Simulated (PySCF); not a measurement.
PySCF 2.14 calculation with NMR shieldings at PBE0/pcSseg-1/GIAO and GFN2-xTB structure; averaged over atoms made equivalent by symmetry, fast rotation or ring inversion, a single conformation, no solvent model, non-relativistic Hamiltonian.

Shifts are taken against calculated references (same method and geometry level): TMS for $^{1}$H (σ = 31.72 ppm) and $^{13}$C (σ = 186.93 ppm). Shifts are as computed. Against solution values, carbons near 30 ppm lie about +3 ppm off and those near 130 ppm about +5 ppm. Of 1211 compounds with measured shifts, 218 miss one by over three times the rms of a fit or turn the order of signals round; such compounds aren't used in these exercises.

Question: Order these molecules by the shift of their most deshielded carbon-bound hydrogen, lowest δ first.
A. C#C[C@@H](C#N)C(=O)O[SiH3]
B. N#C[SiH2]C1=CCOC1=O
C. CC1C(F)=C1F
D. FC1=C(F)CC1
E. C=C1[SiH2][C@H]1c1ccccc1

Answer: D (2.38 ppm, hydrogen on an allylic sp3 CH2), C (3.47 ppm, hydrogen on a three-membered-ring carbon), A (4.15 ppm, hydrogen on an sp3 CH α to a carbonyl), E (7.49 ppm, hydrogen on an aromatic CH), B (8.19 ppm, hydrogen on a β carbon of a C=C–C=O unit).

Question: Order these molecules by the shift of their most deshielded carbon, lowest δ first.
A. FC1=C(F)CC1
B. CC1C(F)=C1F
C. C=C1[SiH2][C@H]1c1ccccc1
D. C#C[C@@H](C#N)C(=O)O[SiH3]
E. N#C[SiH2]C1=CCOC1=O

Answer: B (118.9 ppm, fully substituted alkene carbon), A (133.1 ppm, fully substituted alkene carbon), C (152.1 ppm, fully substituted alkene carbon), D (169.3 ppm, carbonyl carbon), E (179.5 ppm, ester carbonyl carbon).

Question: How many $^{13}$C and $^{1}$H signals does each give (equivalence by symmetry and fast rotation, but not about amide C–N or C=N bonds)? `C#C[C@@H](C#N)C(=O)O[SiH3]`, `CC1C(F)=C1F`, `C=C1[SiH2][C@H]1c1ccccc1`, `N#C[SiH2]C1=CCOC1=O`, `FC1=C(F)CC1`

Answer: C#C[C@@H](C#N)C(=O)O[SiH3]: 5 C, 3 H; CC1C(F)=C1F: 3 C, 2 H; C=C1[SiH2][C@H]1c1ccccc1: 7 C, 8 H; N#C[SiH2]C1=CCOC1=O: 5 C, 3 H; FC1=C(F)CC1: 2 C, 1 H.
